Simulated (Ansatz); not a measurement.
Geometry optimisation of `OB(O)CCCCc1ccc2ccc3cccc4ccc1c2c34` with charge -1.

```yaml
crystal:
  periodic: [false, false, false]
  atoms:
    - {symbol: O, position_ang: [6.384422, 0.068568, -1.624831]}
    - {symbol: B, position_ang: [5.013694, 0.071969, -1.770656]}
    - {symbol: O, position_ang: [4.333290, 0.973697, -2.560535]}
    - {symbol: C, position_ang: [4.163440, -0.993517, -0.970822]}
    - {symbol: C, position_ang: [3.290903, -0.343799, 0.119570]}
    - {symbol: C, position_ang: [2.465946, -1.351286, 0.924506]}
    - {symbol: C, position_ang: [1.594822, -0.715291, 2.029571]}
    - {symbol: C, position_ang: [0.499453, 0.184715, 1.505247]}
    - {symbol: C, position_ang: [0.702853, 1.577189, 1.464912]}
    - {symbol: C, position_ang: [-0.253622, 2.453389, 0.944494]}
    - {symbol: C, position_ang: [-1.475940, 1.966651, 0.436851]}
    - {symbol: C, position_ang: [-2.482724, 2.838406, -0.105228]}
    - {symbol: C, position_ang: [-3.668817, 2.344656, -0.588793]}
    - {symbol: C, position_ang: [-3.948461, 0.933919, -0.569939]}
    - {symbol: C, position_ang: [-5.162650, 0.402334, -1.058675]}
    - {symbol: C, position_ang: [-5.409011, -0.976608, -1.026051]}
    - {symbol: C, position_ang: [-4.450580, -1.856419, -0.507807]}
    - {symbol: C, position_ang: [-3.220593, -1.371958, -0.008821]}
    - {symbol: C, position_ang: [-2.214077, -2.242503, 0.531296]}
    - {symbol: C, position_ang: [-1.024670, -1.751301, 1.012036]}
    - {symbol: C, position_ang: [-0.726432, -0.341891, 1.002612]}
    - {symbol: C, position_ang: [-1.719804, 0.551630, 0.468395]}
    - {symbol: C, position_ang: [-2.958218, 0.039480, -0.035160]}
    - {symbol: H, position_ang: [6.842258, 0.763116, -2.131926]}
    - {symbol: H, position_ang: [4.899284, 1.625177, -3.010895]}
    - {symbol: H, position_ang: [4.836182, -1.753275, -0.519567]}
    - {symbol: H, position_ang: [3.503098, -1.535541, -1.684357]}
    - {symbol: H, position_ang: [2.614625, 0.403945, -0.347557]}
    - {symbol: H, position_ang: [3.936706, 0.231834, 0.822058]}
    - {symbol: H, position_ang: [1.818330, -1.930234, 0.229481]}
    - {symbol: H, position_ang: [3.150047, -2.092276, 1.394395]}
    - {symbol: H, position_ang: [2.251175, -0.123499, 2.702497]}
    - {symbol: H, position_ang: [1.161809, -1.519924, 2.659568]}
    - {symbol: H, position_ang: [1.648438, 1.982273, 1.858380]}
    - {symbol: H, position_ang: [-0.060049, 3.537235, 0.927980]}
    - {symbol: H, position_ang: [-2.280223, 3.920756, -0.123575]}
    - {symbol: H, position_ang: [-4.430737, 3.024494, -1.000890]}
    - {symbol: H, position_ang: [-5.918177, 1.090854, -1.468032]}
    - {symbol: H, position_ang: [-6.362048, -1.370619, -1.410578]}
    - {symbol: H, position_ang: [-4.646139, -2.939737, -0.483238]}
    - {symbol: H, position_ang: [-2.415721, -3.324881, 0.555530]}
    - {symbol: H, position_ang: [-0.282110, -2.451739, 1.418555]}
basis:
  gaussian: {orbitals: def2-SVP, fitting: {mean_field: def2-universal-jkfit}}
total_charge: -1
magnetization: {spin_polarized: true, initial_magnetization: 1}
hamiltonian: {xc: pbe, dispersion: d4}
scf: {lower_state_search: "off"}
output: {orbitals: {seedname: orbitals}}
relax: {f_tol: 0.03, max_steps: 70}
```

```sh
$ ansatz run in.yaml --threads 2 --pin off --events-out ev --progress --plain --max-ram 20480MiB --backend cuda --devices 0, --max-vram 18GiB
```

It prints (some lines left out):

```
Functional definition: PBE
mean field -25773.96452315 eV, -947.1757260050 hartree, gradient 6.4e-6 eV, S^2 0.754735; 0 other end points of the search recorded, 0 dependent functions left out
relax step   1: F+E_penalty+E_count = -25775.61544737 eV  Δ(F+E_penalty+E_count) = +0.000e0 eV  max|allowed force component| = 9.861e-1 eV/Å  Δτ_max = 0.0000 Å  (26 SCF iters, accepted)
mean field -25774.03430779 eV, -947.1782905433 hartree, gradient 2.1e-6 eV, S^2 0.755024; 0 other end points of the search recorded, 0 dependent functions left out
relax step   2: F+E_penalty+E_count = -25775.67990349 eV  Δ(F+E_penalty+E_count) = -6.446e-2 eV  max|allowed force component| = 4.419e-1 eV/Å  Δτ_max = 0.0299 Å  (30 SCF iters, accepted)
mean field -25774.04978222 eV, -947.1788592182 hartree, gradient 3.1e-6 eV, S^2 0.755227; 0 other end points of the search recorded, 0 dependent functions left out
relax step   3: F+E_penalty+E_count = -25775.69343367 eV  Δ(F+E_penalty+E_count) = -1.353e-2 eV  max|allowed force component| = 5.966e-2 eV/Å  Δτ_max = 0.0311 Å  (26 SCF iters, accepted)
mean field -25774.05066772 eV, -947.1788917596 hartree, gradient 2.6e-6 eV, S^2 0.755228; 0 other end points of the search recorded, 0 dependent functions left out
relax step   4: F+E_penalty+E_count = -25775.69432738 eV  Δ(F+E_penalty+E_count) = -8.937e-4 eV  max|allowed force component| = 4.470e-2 eV/Å  Δτ_max = 0.0208 Å  (24 SCF iters, accepted)
mean field -25774.05220358 eV, -947.1789482016 hartree, gradient 1.7e-6 eV, S^2 0.755238; 0 other end points of the search recorded, 0 dependent functions left out
relax step   5: F+E_penalty+E_count = -25775.69570654 eV  Δ(F+E_penalty+E_count) = -1.379e-3 eV  max|allowed force component| = 6.780e-2 eV/Å  Δτ_max = 0.0470 Å  (23 SCF iters, accepted)
mean field -25774.05350540 eV, -947.1789960427 hartree, gradient 1.6e-6 eV, S^2 0.755230; 0 other end points of the search recorded, 0 dependent functions left out
relax step   6: F+E_penalty+E_count = -25775.69702917 eV  Δ(F+E_penalty+E_count) = -1.323e-3 eV  max|allowed force component| = 9.419e-2 eV/Å  Δτ_max = 0.0572 Å  (24 SCF iters, accepted)
mean field -25774.05501152 eV, -947.1790513916 hartree, gradient 2.0e-6 eV, S^2 0.755221; 0 other end points of the search recorded, 0 dependent functions left out
relax step   7: F+E_penalty+E_count = -25775.69843983 eV  Δ(F+E_penalty+E_count) = -1.411e-3 eV  max|allowed force component| = 1.857e-1 eV/Å  Δτ_max = 0.0858 Å  (24 SCF iters, accepted)
mean field -25774.05617157 eV, -947.1790940225 hartree, gradient 2.9e-6 eV, S^2 0.755220; 0 other end points of the search recorded, 0 dependent functions left out
relax step   8: F+E_penalty+E_count = -25775.69964346 eV  Δ(F+E_penalty+E_count) = -1.204e-3 eV  max|allowed force component| = 1.815e-1 eV/Å  Δτ_max = 0.0428 Å  (22 SCF iters, accepted)
mean field -25774.05758521 eV, -947.1791459727 hartree, gradient 2.6e-6 eV, S^2 0.755221; 0 other end points of the search recorded, 0 dependent functions left out
relax step   9: F+E_penalty+E_count = -25775.70123803 eV  Δ(F+E_penalty+E_count) = -1.595e-3 eV  max|allowed force component| = 2.246e-1 eV/Å  Δτ_max = 0.0933 Å  (23 SCF iters, accepted)
mean field -25774.05845639 eV, -947.1791779879 hartree, gradient 2.0e-6 eV, S^2 0.755221; 0 other end points of the search recorded, 0 dependent functions left out
relax step  10: F+E_penalty+E_count = -25775.70229185 eV  Δ(F+E_penalty+E_count) = -1.054e-3 eV  max|allowed force component| = 2.160e-1 eV/Å  Δτ_max = 0.0505 Å  (23 SCF iters, accepted)
mean field -25774.05979776 eV, -947.1792272823 hartree, gradient 1.9e-6 eV, S^2 0.755222; 0 other end points of the search recorded, 0 dependent functions left out
relax step  11: F+E_penalty+E_count = -25775.70388729 eV  Δ(F+E_penalty+E_count) = -1.595e-3 eV  max|allowed force component| = 2.055e-1 eV/Å  Δτ_max = 0.0712 Å  (23 SCF iters, accepted)
mean field -25774.06085736 eV, -947.1792662222 hartree, gradient 2.2e-6 eV, S^2 0.755222; 0 other end points of the search recorded, 0 dependent functions left out
relax step  12: F+E_penalty+E_count = -25775.70506437 eV  Δ(F+E_penalty+E_count) = -1.177e-3 eV  max|allowed force component| = 1.984e-1 eV/Å  Δτ_max = 0.0713 Å  (23 SCF iters, accepted)
mean field -25774.06158717 eV, -947.1792930420 hartree, gradient 2.5e-6 eV, S^2 0.755223; 0 other end points of the search recorded, 0 dependent functions left out
relax step  13: F+E_penalty+E_count = -25775.70595627 eV  Δ(F+E_penalty+E_count) = -8.919e-4 eV  max|allowed force component| = 1.755e-1 eV/Å  Δτ_max = 0.0812 Å  (21 SCF iters, accepted)
mean field -25774.06241235 eV, -947.1793233669 hartree, gradient 2.3e-6 eV, S^2 0.755223; 0 other end points of the search recorded, 0 dependent functions left out
relax step  14: F+E_penalty+E_count = -25775.70700483 eV  Δ(F+E_penalty+E_count) = -1.049e-3 eV  max|allowed force component| = 1.113e-1 eV/Å  Δτ_max = 0.0426 Å  (23 SCF iters, accepted)
mean field -25774.06221710 eV, -947.1793161916 hartree, gradient 2.1e-6 eV, S^2 0.755221; 0 other end points of the search recorded, 0 dependent functions left out
relax step  15: F+E_penalty+E_count = -25775.70694283 eV  Δ(F+E_penalty+E_count) = +6.200e-5 eV  max|allowed force component| = 1.354e-1 eV/Å  Δτ_max = 0.0217 Å  (25 SCF iters, rejected (line search))
mean field -25774.06289596 eV, -947.1793411394 hartree, gradient 2.8e-6 eV, S^2 0.755222; 0 other end points of the search recorded, 0 dependent functions left out
relax step  16: F+E_penalty+E_count = -25775.70750829 eV  Δ(F+E_penalty+E_count) = -5.035e-4 eV  max|allowed force component| = 2.396e-2 eV/Å  Δτ_max = 0.0105 Å  (18 SCF iters, accepted)
mean field -25774.06313462 eV, -947.1793499098 hartree, gradient 2.1e-6 eV, S^2 0.755222; 0 other end points of the search recorded, 0 dependent functions left out
relax step  17: F+E_penalty+E_count = -25775.70785216 eV  Δ(F+E_penalty+E_count) = -3.439e-4 eV  max|allowed force component| = 2.467e-2 eV/Å  Δτ_max = 0.0439 Å  (23 SCF iters, accepted)
mean field -25774.06209398 eV, -947.1793116671 hartree, gradient 2.2e-6 eV, S^2 0.755224; 0 other end points of the search recorded, 0 dependent functions left out
relax step  18: F+E_penalty+E_count = -25775.70702132 eV  Δ(F+E_penalty+E_count) = +8.308e-4 eV  max|allowed force component| = 1.757e-1 eV/Å  Δτ_max = 0.1420 Å  (24 SCF iters, rejected (line search))
mean field -25774.06334802 eV, -947.1793577519 hartree, gradient 2.6e-6 eV, S^2 0.755223; 0 other end points of the search recorded, 0 dependent functions left out
relax step  19: F+E_penalty+E_count = -25775.70822763 eV  Δ(F+E_penalty+E_count) = -3.755e-4 eV  max|allowed force component| = 2.685e-2 eV/Å  Δτ_max = 0.0654 Å  (23 SCF iters, accepted)
mean field -25774.06331126 eV, -947.1793564012 hartree, gradient 2.4e-6 eV, S^2 0.755224; 0 other end points of the search recorded, 0 dependent functions left out
relax step  20: F+E_penalty+E_count = -25775.70830173 eV  Δ(F+E_penalty+E_count) = -7.410e-5 eV  max|allowed force component| = 5.631e-2 eV/Å  Δτ_max = 0.0525 Å  (23 SCF iters, accepted)
mean field -25774.06341877 eV, -947.1793603522 hartree, gradient 1.7e-6 eV, S^2 0.755224; 0 other end points of the search recorded, 0 dependent functions left out
relax step  21: F+E_penalty+E_count = -25775.70841190 eV  Δ(F+E_penalty+E_count) = -1.102e-4 eV  max|allowed force component| = 2.646e-2 eV/Å  Δτ_max = 0.0029 Å  (18 SCF iters, accepted)
Total energy: -25775.70847834 eV, -947.2398151763 hartree
Atom 0 at     6.045257     0.570294    -1.301937 Å, force    -0.024686    -0.010382    -0.015597 eV/Å
Atom 1 at     4.892322     0.012107    -1.828361 Å, force     0.001502     0.011768    -0.009554 eV/Å
Atom 2 at     4.359330     0.405453    -3.040326 Å, force     0.019769    -0.003432     0.026462 eV/Å
Atom 3 at     4.131054    -1.075833    -0.981436 Å, force     0.004245     0.004849    -0.000223 eV/Å
Atom 4 at     3.278846    -0.402144     0.117371 Å, force    -0.000625    -0.000497    -0.000632 eV/Å
Atom 5 at     2.477594    -1.384967     0.974047 Å, force     0.000602    -0.000367    -0.000537 eV/Å
Atom 6 at     1.629305    -0.697698     2.068088 Å, force    -0.000902     0.000677     0.000196 eV/Å
Atom 7 at     0.542676     0.211185     1.548725 Å, force     0.002435     0.000478    -0.001298 eV/Å
Atom 8 at     0.725506     1.605648     1.546633 Å, force    -0.003578     0.000097     0.005518 eV/Å
Atom 9 at    -0.227807     2.492297     1.039849 Å, force     0.002657     0.000321    -0.001182 eV/Å
Atom 10 at    -1.454139     2.000487     0.492458 Å, force    -0.002030     0.000238     0.003821 eV/Å
Atom 11 at    -2.456835     2.860602    -0.036940 Å, force     0.003400    -0.000092    -0.000184 eV/Å
Atom 12 at    -3.648768     2.359905    -0.554558 Å, force    -0.002764    -0.002005     0.000916 eV/Å
Atom 13 at    -3.918988     0.962412    -0.576305 Å, force     0.000937    -0.000028     0.000341 eV/Å
Atom 14 at    -5.138084     0.421810    -1.099186 Å, force    -0.001275    -0.000962    -0.001028 eV/Å
Atom 15 at    -5.360811    -0.960448    -1.099167 Å, force     0.002003     0.000347    -0.001780 eV/Å
Atom 16 at    -4.406466    -1.850614    -0.591595 Å, force    -0.001884     0.000096     0.000051 eV/Å
Atom 17 at    -3.170694    -1.363338    -0.056147 Å, force     0.002914    -0.000952    -0.002685 eV/Å
Atom 18 at    -2.169466    -2.222301     0.472451 Å, force    -0.003370    -0.000179    -0.003500 eV/Å
Atom 19 at    -0.970708    -1.724767     0.984808 Å, force     0.000402     0.003625     0.006108 eV/Å
Atom 20 at    -0.685846    -0.328438     1.011595 Å, force    -0.002143    -0.000935     0.001649 eV/Å
Atom 21 at    -1.686395     0.574919     0.484451 Å, force     0.003112    -0.000854    -0.007565 eV/Å
Atom 22 at    -2.921211     0.059807    -0.048427 Å, force    -0.001806     0.001375     0.004616 eV/Å
Atom 23 at     6.413838     1.288403    -1.846842 Å, force    -0.002663    -0.000053    -0.002617 eV/Å
Atom 24 at     4.831910     1.146346    -3.460462 Å, force     0.000073    -0.003259     0.002535 eV/Å
Atom 25 at     4.856351    -1.775872    -0.510211 Å, force    -0.000754     0.000566    -0.000764 eV/Å
Atom 26 at     3.471955    -1.681327    -1.639232 Å, force     0.001229     0.000211    -0.000194 eV/Å
Atom 27 at     2.571147     0.321189    -0.342943 Å, force     0.000634    -0.000607     0.000382 eV/Å
Atom 28 at     3.940966     0.204414     0.777145 Å, force    -0.000446     0.000482    -0.000516 eV/Å
Atom 29 at     1.808695    -1.978383     0.312729 Å, force    -0.000099    -0.000050     0.000448 eV/Å
Atom 30 at     3.176908    -2.114871     1.446328 Å, force    -0.000042     0.000491    -0.000273 eV/Å
Atom 31 at     2.314332    -0.107732     2.718673 Å, force    -0.000073    -0.000182    -0.000034 eV/Å
Atom 32 at     1.196485    -1.490265     2.722055 Å, force     0.000277    -0.000209    -0.000077 eV/Å
Atom 33 at     1.664285     2.007949     1.968878 Å, force     0.001156    -0.000434    -0.001578 eV/Å
Atom 34 at    -0.050259     3.579911     1.059971 Å, force    -0.000786    -0.000291    -0.000163 eV/Å
Atom 35 at    -2.269395     3.947971    -0.027534 Å, force    -0.001303     0.000046    -0.000571 eV/Å
Atom 36 at    -4.411393     3.047457    -0.958363 Å, force     0.001356     0.001137    -0.000198 eV/Å
Atom 37 at    -5.895805     1.114319    -1.500804 Å, force     0.000898     0.000434    -0.000084 eV/Å
Atom 38 at    -6.307201    -1.356293    -1.507763 Å, force    -0.000719    -0.000038     0.000958 eV/Å
Atom 39 at    -4.590964    -2.937287    -0.595562 Å, force     0.000691     0.000144    -0.000018 eV/Å
Atom 40 at    -2.356522    -3.309646     0.469288 Å, force     0.000959     0.000053     0.002026 eV/Å
Atom 41 at    -0.231032    -2.432672     1.388561 Å, force     0.000696    -0.001626    -0.003175 eV/Å
Dipole moment:     1.967876     0.227948    -0.504722 e Å
Checks for a lower state left out: stability, starts, cluster_reference, orbital_swaps, neighbouring_geometries, increment
```

Run time 71 s (2 threads of AMD EPYC 7R13 on a shared host and a share (18 GiB) of an NVIDIA H100 80GB HBM3).

Single mean-field runs in def2-SVP are fitted with def2-universal-jkfit. The highest occupied level of the relaxed charge -1 doublet lies above zero (up to 1.45 eV). By energy differences its removal costs 0.43 eV (each at its own geometry, to the charge 0 singlet, at PBE0-D4/def2-TZVP). The relaxation made no stability test and no search for a lower SCF solution.
